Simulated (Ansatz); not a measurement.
[SnH5]- (SnH₅⁻). The state is a singlet with charge -1. Geometry PBE0-D4/def2-TZVPD; atoms count from 1.

```xyz
6

Sn    0.000    0.000    0.000
H     0.273   -1.665    0.820
H    -0.273    1.666   -0.820
H     0.831   -0.577   -1.449
H     0.916    0.785    1.291
H    -1.747   -0.209    0.158
```

In the def2 sets Sn takes a core potential; there is no spin–orbit coupling.

Question: Estimate the Mulliken populations from the PBE0/def2-TZVPD orbitals of Ansatz.

Answer: 
```
atom  charge (e)
 Sn1       -0.50
  H2       -0.10
  H3       -0.10
  H4       -0.10
  H5       -0.10
  H6       -0.10
```
Mulliken values depend strongly on the basis. With diffuse functions, as here, like atoms can get unlike values, and bond orders can come out too low or too high.
